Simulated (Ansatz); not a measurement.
K₂Bi. Charge 0, multiplicity 2. Geometry PBE-D4/def2-TZVPD, that of the charge -1 singlet; atoms count from 1.

```xyz
3

K     1.877   -1.575    0.145
K    -0.646    2.326    0.442
Bi   -1.231   -0.752   -0.587
```

In the def2 sets Bi takes a core potential; there is no spin–orbit coupling. The charge 0 doublet is spin-contaminated (final ⟨S²⟩ up to 0.83, 0.75 for a pure state). The structure comes from a short search, and lower isomers may exist.

Question: Estimate the Mulliken populations from the PBE0/def2-TZVPD orbitals of Ansatz.

Answer: 
| atom | charge (e) | spin (α − β) |
| --- | --- | --- |
| K1 | 0.32 | -0.18 |
| K2 | 0.32 | -0.18 |
| Bi3 | -0.64 | 1.35 |
Mulliken values and Mayer orders depend strongly on the basis. With diffuse functions, as here, like atoms can get unlike values, and bond orders can come out too low or too high.

Question: Where does the spin sit?

Answer: Summed by element: K -0.35, Bi 1.35, of 1 unpaired in all. Largest on single atoms: Bi3 1.35, K2 -0.18, K1 -0.18.

Question: And the Mayer bond orders between bonded heavy atoms (over 0.3)?

Answer: K1–Bi3 0.86 (3.30 Å); K2–Bi3 0.86 (3.30 Å).
